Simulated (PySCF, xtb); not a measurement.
Si(Cl)(F)2(SMe) (CH3ClF2SSi), SMILES CS[Si](F)(F)Cl.

GFN2-xTB run with xtb at its own geometry gives an orbital gap of 4.41 eV and a dipole moment of 2.74 D.

The structure is a stationary point at ωB97X-D3(BJ)/def2-SVP. This is a generated structure with no PubChem entry under its InChIKey; it may be hypothetical. The values are those of a single conformer.

What does PySCF with r2SCAN/def2-TZVP give? (An estimate is asked for; the answer gives what the named calculation found.)

gap 5.76 eV (levels -6.82 and -1.06 eV), dipole 2.58 D.
